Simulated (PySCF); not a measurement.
BBr3, SMILES BrB(Br)Br (connectivity only; charge and spin as stated), charge -1, multiplicity 2.

The structure is a stationary point at PBE-D3(BJ)/def2-SVPD. The multiplicity is an assumed one; no other spin state was optimised. The isomer is the one that the SMILES or the coordinates give; other isomers of the formula were not compared.

All values below come from PBE-D3(BJ)/def2-SVPD (PySCF).

Frequencies are harmonic and unscaled.

Modes within 1.5 cm⁻¹ of each other (mostly degenerate sets) share a row, with their intensities summed.

Question: Estimate the vibrational spectrum. (Estimate from the structure and the level; the computed values follow.)

Answer: 
| mode | ν (cm⁻¹) | IR (km/mol) | moving atoms (share of kinetic energy) |
|---|---|---|---|
| 1–2 | 124 | 1.3 | Br 98 % |
| 3 | 191 | 0.5 | Br 94 % |
| 4 | 388 | 7.8 | B 90 %, Br 10 % |
| 5–6 | 585 | 370.8 | B 93 % |
